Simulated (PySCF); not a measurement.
Constitutional and geometric isomers with formula C4H3N. Isolated molecules, 0 K electronic values unless said otherwise. Strings in code marks are SMILES.

The numbers are results of PySCF with M06-2X/def2-TZVP // B3LYP-D3(BJ)/def2-TZVP, not measurements. Delta-SCF ions had no search for a lower state. Excitations are Tamm–Dancoff values on a coarser integration grid. The basis has no diffuse functions, so Rydberg states are missing or too high.

A: `C=C=CC#N`
B: `C#CC=C=N`
C: `C#CCC#N`
D: `N#CC1C=C1`
E: `C(=C1C=C1)=N`

### Question
Which member has the highest T1 excitation (TDA)?

### Answer
C (5.77 eV); next is D (4.98 eV).
